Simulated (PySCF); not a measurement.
**Electron correlation in Cu²⁺ (copper, charge +2)**

[Ar] 3d8 4p1, one real determinant (an excited configuration). All numbers are calculated (PySCF 2.14, no relativity, point nucleus, in def2-TZVPPD). Frozen: [Ar]; 9 electrons correlated.

MP2 pair energies summed by pair of shells (mhartree):

```csv
pair,energy,share (%)
3d-3d,-225.92,93.4
3d-4p,-15.90,6.6
```

Total MP2 correlation energy: -241.82 mhartree.

Same-spin part -94.74 and opposite-spin part -147.08 mhartree; SCS-MP2 scales them by 1/3 and 6/5 to -208.08 mhartree.

The reference is one real determinant that mixes LS terms of this configuration.
